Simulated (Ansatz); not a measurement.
Saddle point of BH₂F₃, closed shell (BHF₂ ([F][BH][F]) + HF → BF₃ ([F][B]([F])[F]) + H₂; bonds formed: B1–F6, H2–H5; bonds broken: B1–H2, H5–F6), PBE0-D4/def2-TZVP structure:

```
6
angstrom
B -0.2799 -0.1693 -0.1989
H 0.5228 0.8295 -0.5724
F -0.0199 -1.2897 -0.8532
F -1.5288 0.2323 -0.0255
H 0.8197 0.5763 0.4346
F 0.4862 -0.1790 1.2155
```

Energies are electronic, without zero-point energy. Barriers and step energies count from the start structure reached by relaxing down the imaginary mode; all methods use the PBE0-D4 structures, on which another method's saddle can fall below an end. Program: Ansatz 0.2.0. Basis: def2-TZVPP, with def2-QZVPP for the basis limit. Cores are frozen in the correlated methods. B3LYP uses VWN-RPA correlation. Extrapolation: Hartree–Fock as exp(−7.88 √X), correlation as X^−2.97.

| method | barrier (kJ/mol) | step energy (kJ/mol) |
| --- | --- | --- |
| SPW92 | 37.6 | -105.2 |
| PBE-D4 | 75.1 | -103.4 |
| BLYP-D4 | 95.9 | -106.8 |
| r2SCAN-D4 | 82.4 | -112.9 |
| B97M-V | ? | -115.7 |
| PBE0-D4 | 90.4 | -104.4 |
| B3LYP-D4 | 104.8 | -107.4 |
| r2SCAN0-D4 | 94.4 | -111.7 |
| BHLYP-D4 | ? | -108.5 |
| CAM-B3LYP-D4 | 102.1 | -107.3 |
| wB97X-V | 102.6 | -104.7 |
| wB97M-V | 100.8 | -106.4 |
| B2PLYP | 108.3 | -106.9 |
| PBE-QIDH | ? | -106.2 |
| RPA on PBE | 111.1 | -103.7 |
| HF | 169.0 | -112.1 |
| MP2 | 107.6 | -106.7 |
| CCSD | 120.7 | -105.5 |
| CCSD(T) | 111.5 | -105.8 |

(1) Fill in the withheld barriers. (Judge from chemistry; the value comes from the calculation.)

T1 diagnostic: at most 0.013. The end structure is not quite a true minimum (one mode of 33i cm⁻¹).

## Answers

(1) The calculation gives: PBE-QIDH 102.1; B97M-V 96.7; BHLYP-D4 122.1 kJ/mol. Each is the energy of the saddle less that of the start structure, by the same method.

For comparison, the barrier by CCSD(T) at an estimated basis limit (MP2 extrapolated from triple and quadruple zeta, plus CCSD(T) − MP2 in triple zeta) is 114.0 kJ/mol.

Labels in which every atom is bracketed show which atoms are joined, not bond orders.

For scale, one of the runs: CCSD(T)/def2-TZVPP, 152 basis functions, launched by `ansatz run in.yaml --threads 2 --pin off --events-out ev --progress --plain --max-ram 4352MiB`. Time: 33 s of wall clock on 2 CPU threads of an Arm Neoverse V1; the host was shared. Peak host memory: 1.1 GiB.
